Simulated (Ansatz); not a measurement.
System: SiH$_{2}$Cl (charge +1, singlet). SMILES of the parent species: [SiH2]Cl

Atoms: Si1, Cl2, H3, H4. Bonds: Si1-Cl2, Si1-H3, Si1-H4.

Bond lengths (Å) and angles (degrees) optimised at HF/STO-3G with Ansatz (an electronic-structure program); HF/3-21G with Ansatz; B3LYP/6-31G* with Ansatz; MP2/6-31G* with Ansatz, each started from the B3LYP-D3(BJ)/def2-TZVP structure (Ansatz) of the last column. A row stands for all coordinates that are equal there. 6-31G* holds six Cartesian d functions. No wavenumbers were computed at HF/STO-3G, MP2/6-31G*, so these may be saddle points.

| coordinate | HF/STO-3G | HF/3-21G | B3LYP/6-31G* | MP2/6-31G* | B3LYP-D3(BJ)/def2-TZVP |
|---|---|---|---|---|---|
| Si1-Cl2 | 2.015 | 2.069 | 1.968 | 1.951 | 1.954 |
| Si1-H3 | 1.440 | 1.459 | 1.471 | 1.466 | 1.466 |
| Cl2-Si1-H3 | 117.4 | 116.9 | 118.0 | 118.3 | 118.3 |
| H3-Si1-H4 | 125.1 | 126.2 | 124.0 | 123.4 | 123.5 |

Mean signed difference of all 3 bond lengths from B3LYP-D3(BJ)/def2-TZVP: HF/STO-3G 0.003 Å, HF/3-21G 0.034 Å, B3LYP/6-31G* 0.008 Å, MP2/6-31G* -0.001 Å.
